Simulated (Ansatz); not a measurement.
This geometry of GeH2O (4 atoms, charge 0, multiplicity 1) is a first-order saddle point.

Theory: RKS PBE/def2-SVP in Ansatz 0.2.0.

```xyz
4
Properties=species:S:1:pos:R:3
O 0.059 -0.908 0.200
Ge 0.439 0.491 -0.873
H 0.386 -1.090 1.095
H -0.829 1.446 -0.442
```

Task: Which two structures does it join? (They come from a converged band through this point; their orientation in space is the band's.)

Result: No bond is made or broken. The dihedral H3–O1–Ge2–H4 goes from -180 to 0°.

Initial state:

```xyz
4
Properties=species:S:1:pos:R:3
O -0.139 -0.675 0.532
Ge 0.516 0.565 -0.623
H 0.562 -1.328 0.726
H -0.883 1.377 -0.655
```

Final state:

```xyz
4
Properties=species:S:1:pos:R:3
O 0.618 -0.821 0.338
Ge 0.616 0.650 -0.724
H -0.241 -0.962 0.780
H -0.937 1.073 -0.414
```

Task: How far does it lie above each of them?

Result: 48.9 kJ/mol above the first and 47.0 kJ/mol above the second. This is the barrier of this one path; another mechanism may lie lower.

The run took 2.4 min on 1 thread of Intel(R) Xeon(R) Processor @ 2.50GHz (Skylake/Cascade Lake) (shared host), peak memory 0.1 GiB.
